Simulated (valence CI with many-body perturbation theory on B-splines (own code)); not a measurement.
**Tm30+: M1 decay**

Method: relativistic CI+MBPT: three valence electrons over a frozen Dirac-Fock core [Kr], radial functions for each j: 9 s, 9 p, 10 d, 8 f, 5 g, 3 h, 1 i, with the one-electron correlation potential Σ1 (screened to all orders), the two-electron term Σ2, the three-electron term Σ3, Breit, model QED; selected single and double excitations, second order for the rest (own B-spline code, finite nucleus).

No measured spectrum was set against this ion. As an estimate, large intervals hold to a few tenths of a per cent, small ones and those within an open d or f shell to about a per cent. Only levels of the ground parity were solved; by the run's estimate the other parity begins above the list, which can be wrong where configurations are misplaced.

Lines 1 to 50 of 62 in falling wavelength, among levels below 374720 cm⁻¹, chosen from the decays that carry over 1 % of a level's rate. Wavelengths and rates use the calculated energies. Weak lines are less certain than strong ones. Lines between different terms over intervals too small for the method are left out, as are lines whose strength nearly cancels. The highest levels of a list are the least certain.

Levels are named by their leading jj configuration (3d3/2^4 stands for four electrons in 3d with j = 3/2), which in mixed levels can hold well under half, so a name can repeat and another be missing. Letters in brackets count levels of one name in rising energy.

```
λ vac (nm)                      Upper                      Lower  Type   A (s⁻¹)  Branch %
      2371      (4d3/2^2 4d5/2) J=9/2      (4d3/2^2 4d5/2) J=7/2    M1  6.54e-01     100.0
     756.8      (4d3/2^2 4d5/2) J=1/2      (4d3/2^2 4d5/2) J=3/2    M1  5.36e+01       1.3
     386.8      (4d3/2^2 4d5/2) J=7/2  (4d3/2^2 4d5/2) J=5/2 [a]    M1  3.11e+02      99.2
     366.3     (4d3/2 4d5/2^2) J=11/2      (4d3/2 4d5/2^2) J=9/2    M1  1.10e+02       1.6
     313.1  (4d3/2 4d5/2^2) J=5/2 [b]  (4d3/2 4d5/2^2) J=3/2 [a]    M1  2.33e+02       2.0
     246.5  (4d3/2 4d5/2^2) J=5/2 [a]  (4d3/2 4d5/2^2) J=7/2 [a]    M1  2.38e+02       1.5
     200.1            (4d5/2^3) J=3/2  (4d3/2 4d5/2^2) J=3/2 [b]    M1  5.66e+02       1.6
     173.0  (4d3/2^2 4d5/2) J=5/2 [b]      (4d3/2^2 4d5/2) J=7/2    M1  1.79e+02       5.1
     164.6  (4d3/2 4d5/2^2) J=5/2 [a]  (4d3/2^2 4d5/2) J=5/2 [b]    M1  1.83e+03      11.5
     161.4  (4d3/2 4d5/2^2) J=7/2 [b]  (4d3/2 4d5/2^2) J=7/2 [a]    M1  5.04e+02       5.3
     154.1  (4d3/2^2 4d5/2) J=5/2 [b]      (4d3/2^2 4d5/2) J=3/2    M1  1.51e+03      42.9
     136.3  (4d3/2 4d5/2^2) J=3/2 [b]      (4d3/2 4d5/2^2) J=1/2    M1  1.78e+03       6.7
     135.0            (4d5/2^3) J=9/2     (4d3/2 4d5/2^2) J=11/2    M1  9.94e+02       2.9
     132.6            (4d5/2^3) J=5/2  (4d3/2 4d5/2^2) J=3/2 [b]    M1  1.47e+03       2.7
     132.4  (4d3/2 4d5/2^2) J=5/2 [b]  (4d3/2^2 4d5/2) J=5/2 [b]    M1  4.19e+03      35.7
     130.3  (4d3/2^2 4d5/2) J=5/2 [a]            (4d3/2^3) J=3/2    M1  1.25e+04     100.0
     128.2  (4d3/2 4d5/2^2) J=7/2 [a]      (4d3/2^2 4d5/2) J=7/2    M1  4.93e+03      18.4
     123.6  (4d3/2 4d5/2^2) J=3/2 [b]  (4d3/2 4d5/2^2) J=3/2 [a]    M1  2.97e+03      11.1
     121.7  (4d3/2 4d5/2^2) J=7/2 [b]  (4d3/2^2 4d5/2) J=5/2 [b]    M1  7.56e+02       8.0
     119.5  (4d3/2^2 4d5/2) J=5/2 [b]  (4d3/2^2 4d5/2) J=5/2 [a]    M1  3.38e+02       9.6
     118.8      (4d3/2 4d5/2^2) J=9/2      (4d3/2^2 4d5/2) J=9/2    M1  9.25e+03      60.6
     113.1      (4d3/2 4d5/2^2) J=9/2      (4d3/2^2 4d5/2) J=7/2    M1  6.00e+03      39.3
     104.9  (4d3/2 4d5/2^2) J=3/2 [a]      (4d3/2^2 4d5/2) J=1/2    M1  3.60e+03       9.9
     104.7      (4d3/2^2 4d5/2) J=3/2            (4d3/2^3) J=3/2    M1  1.08e+04      99.3
     101.0            (4d5/2^3) J=3/2  (4d3/2 4d5/2^2) J=5/2 [b]    M1  7.83e+02       2.2
     98.64            (4d5/2^3) J=9/2      (4d3/2 4d5/2^2) J=9/2    M1  1.40e+04      40.2
     97.23      (4d3/2 4d5/2^2) J=1/2      (4d3/2^2 4d5/2) J=1/2    M1  2.08e+04      94.1
     96.29  (4d3/2 4d5/2^2) J=7/2 [a]  (4d3/2^2 4d5/2) J=5/2 [a]    M1  2.19e+04      81.6
     92.15  (4d3/2 4d5/2^2) J=3/2 [a]      (4d3/2^2 4d5/2) J=3/2    M1  2.12e+04      58.2
     92.01      (4d3/2^2 4d5/2) J=1/2            (4d3/2^3) J=3/2    M1  3.97e+03      98.3
     89.68     (4d3/2 4d5/2^2) J=11/2      (4d3/2^2 4d5/2) J=9/2    M1  6.74e+03      98.4
     89.45            (4d5/2^3) J=9/2  (4d3/2 4d5/2^2) J=7/2 [a]    M1  1.94e+04      55.7
     87.92            (4d5/2^3) J=3/2  (4d3/2 4d5/2^2) J=5/2 [a]    M1  1.36e+04      37.6
     86.16      (4d3/2 4d5/2^2) J=1/2      (4d3/2^2 4d5/2) J=3/2    M1  1.02e+03       4.6
     84.91            (4d5/2^3) J=5/2  (4d3/2 4d5/2^2) J=7/2 [b]    M1  5.46e+03       9.9
     84.33  (4d3/2 4d5/2^2) J=5/2 [a]      (4d3/2^2 4d5/2) J=7/2    M1  1.19e+03       7.5
     81.06            (4d5/2^3) J=3/2      (4d3/2 4d5/2^2) J=1/2    M1  7.22e+03      19.9
     80.39            (4d5/2^3) J=5/2  (4d3/2 4d5/2^2) J=5/2 [b]    M1  9.92e+03      18.0
     80.29  (4d3/2 4d5/2^2) J=3/2 [b]  (4d3/2^2 4d5/2) J=5/2 [b]    M1  1.26e+04      47.0
     79.57  (4d3/2 4d5/2^2) J=5/2 [a]      (4d3/2^2 4d5/2) J=3/2    M1  1.05e+04      66.1
     78.58  (4d3/2 4d5/2^2) J=3/2 [a]  (4d3/2^2 4d5/2) J=5/2 [a]    M1  1.06e+04      29.2
     76.39            (4d5/2^3) J=3/2  (4d3/2 4d5/2^2) J=3/2 [a]    M1  1.23e+04      33.8
     74.99  (4d3/2 4d5/2^2) J=5/2 [b]      (4d3/2^2 4d5/2) J=7/2    M1  6.32e+03      53.9
     73.67  (4d3/2 4d5/2^2) J=7/2 [b]      (4d3/2^2 4d5/2) J=9/2    M1  3.71e+03      39.2
     71.86            (4d5/2^3) J=5/2  (4d3/2 4d5/2^2) J=5/2 [a]    M1  1.14e+04      20.7
     71.45  (4d3/2 4d5/2^2) J=7/2 [b]      (4d3/2^2 4d5/2) J=7/2    M1  3.45e+03      36.4
     69.24  (4d3/2 4d5/2^2) J=5/2 [a]  (4d3/2^2 4d5/2) J=5/2 [a]    M1  1.63e+03      10.2
     63.97            (4d5/2^3) J=5/2  (4d3/2 4d5/2^2) J=3/2 [a]    M1  1.56e+04      28.3
     62.81  (4d3/2 4d5/2^2) J=5/2 [b]  (4d3/2^2 4d5/2) J=5/2 [a]    M1  7.33e+02       6.2
     62.35  (4d3/2^2 4d5/2) J=5/2 [b]            (4d3/2^3) J=3/2    M1  1.48e+03      42.1
```
